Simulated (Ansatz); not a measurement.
F2GeH2O, SMILES `[OH][GeH]([F])[F]` at its PBE0-D4/def2-TZVP geometry, where that method's forces vanish. The species carries charge 0 and has multiplicity 1.

```xyz
6

O     1.3822   -0.1488   -0.1021
Ge   -0.3078    0.2715   -0.0912
F    -0.9008    0.2062    1.5224
F    -1.2046   -0.9546   -0.8985
H     1.5737   -1.0080    0.2841
H    -0.5427    1.6337   -0.7146
```

**Question.** What forces (eV/Å) does ωB97M-V/def2-TZVPP give on these atoms in the Gaussian-basis code of Ansatz? (An estimate is asked.)

**Answer.** Ansatz gave: 
```
O1   0.057 -0.078  0.030
Ge2 -0.030  0.239 -0.111
F3  -0.026 -0.010  0.082
F4  -0.041 -0.067 -0.036
H5   0.018  0.038 -0.020
H6   0.022 -0.123  0.056
```
